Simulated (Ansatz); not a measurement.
Other settings, tried on BiH2(NMe2) (C2H8BiN).

```yaml
crystal:
  periodic: [false, false, false]
  atoms:
    - {symbol: Bi, position_ang: [0.709103, 1.610333, 1.315360]}
    - {symbol: H, position_ang: [2.281516, 1.353857, 0.385600]}
    - {symbol: H, position_ang: [0.239904, 2.875714, 0.093954]}
    - {symbol: N, position_ang: [-0.487071, 0.082542, 0.258085]}
    - {symbol: C, position_ang: [-0.337802, 0.052285, -1.182715]}
    - {symbol: C, position_ang: [-0.371979, -1.236848, 0.851844]}
    - {symbol: H, position_ang: [0.660525, -0.316664, -1.542873]}
    - {symbol: H, position_ang: [-0.497175, 1.060459, -1.615865]}
    - {symbol: H, position_ang: [-1.107808, -0.626351, -1.622197]}
    - {symbol: H, position_ang: [-0.490666, -1.188609, 1.955037]}
    - {symbol: H, position_ang: [-1.189574, -1.892559, 0.468062]}
    - {symbol: H, position_ang: [0.591017, -1.774150, 0.635718]}
basis:
  gaussian: {orbitals: def2-mTZVPP}
hamiltonian: {xc: {name: B97}}
scf: {omitted_lower_state_checks: [starts]}
output: {forces: true}
```

```sh
$ ansatz run in.yaml --threads 4 --pin off --events-out ev --progress --plain --max-ram 3916MiB
```

Output, abridged:

```
Functional definition: B97
1367 factors; integrals over basis functions are off by at most 1.3e-3 eV
mean field evaluation 1: about -9523.7648 eV, gradient 6.7e1 eV
mean field evaluation 2: about -9444.0119 eV, gradient 1.6e2 eV
mean field evaluation 4: about -9534.0297 eV, gradient 1.2e1 eV
mean field evaluation 8: about -9534.4973 eV, gradient 9.1e-1 eV
mean field evaluation 16: about -9534.4996 eV, gradient 5.4e-4 eV
mean field -9534.49955676 eV, -350.3863959951 hartree, gradient 2.6e-5 eV, S^2 0.000000; 0 other end points of the search recorded, 0 dependent functions left out
reference -9534.49958493 eV, -350.3863970302 hartree; 25, 25 occupied and 113, 113 virtual orbitals, 1367 factors
Total energy: -9534.49958493 eV, -350.3863970302 hartree
Atom 0 at     0.709103     1.610333     1.315360 Å, force     0.047528    -0.087601    -0.460475 eV/Å
Atom 1 at     2.281516     1.353857     0.385600 Å, force    -0.220586     0.025319     0.140944 eV/Å
Atom 2 at     0.239904     2.875714     0.093954 Å, force     0.052855    -0.131782     0.171233 eV/Å
Atom 3 at    -0.487071     0.082542     0.258085 Å, force     0.038692     0.347774     0.254839 eV/Å
Atom 4 at    -0.337802     0.052285    -1.182715 Å, force     0.121161    -0.093415    -0.730956 eV/Å
Atom 5 at    -0.371979    -1.236848     0.851844 Å, force     0.068316    -0.684569     0.220112 eV/Å
Atom 6 at     0.660525    -0.316664    -1.542873 Å, force    -0.432903     0.165811     0.215725 eV/Å
Atom 7 at    -0.497175     1.060459    -1.615865 Å, force     0.057769    -0.421776     0.221909 eV/Å
Atom 8 at    -1.107808    -0.626351    -1.622197 Å, force     0.298387     0.280270     0.198528 eV/Å
Atom 9 at    -0.490666    -1.188609     1.955037 Å, force     0.045099     0.012921    -0.459188 eV/Å
Atom 10 at    -1.189574    -1.892559     0.468062 Å, force     0.322601     0.292161     0.149126 eV/Å
Atom 11 at     0.591017    -1.774150     0.635718 Å, force    -0.398919     0.294884     0.078203 eV/Å
Dipole moment:     0.091424    -0.020936     0.191728 e Å
Checks for a lower state left out: starts
```

It took 12 s on 4 threads of Intel Xeon on a shared host.

In the def2 sets Bi takes a core potential; there is no spin–orbit coupling.
